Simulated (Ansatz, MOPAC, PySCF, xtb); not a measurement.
Noncovalent pair: HCl (SMILES Cl) (first 2 atoms) with C2H4 (SMILES C=C); geometry from B3LYP-D3(BJ)/def2-TZVP.
(charge 0, multiplicity 1):
```xyz
8

Cl    -0.44736     0.01662     0.25717
H     -0.30983     0.03204     1.54329
C      0.37281     0.56378     3.79070
C     -0.48591    -0.44246     3.90082
H      1.43656     0.39415     3.67609
H      0.04587     1.59627     3.81485
H     -1.54920    -0.27269     4.01946
H     -0.15854    -1.47487     3.88065
```

Interaction energies are E(AB) − E(A) − E(B) at the monomers' geometry in the complex; basis-set methods are counterpoise corrected.

The state that AM1 reach isn't checked.

Programs: Ansatz (an electronic-structure program); MOPAC for AM1 (differences of heats of formation); PySCF for the dispersion terms; xtb for the GFN methods. Each number belongs to the level named beside it.

Q: What is the computed interaction energy (PBE-D3(BJ)/def2-TZVPPD)?

A: -17 kJ/mol

Q: Predict the interaction energy from AM1.

A: -7 kJ/mol

Q: Give the interaction energy at the level GFN1-xTB.

A: -11 kJ/mol
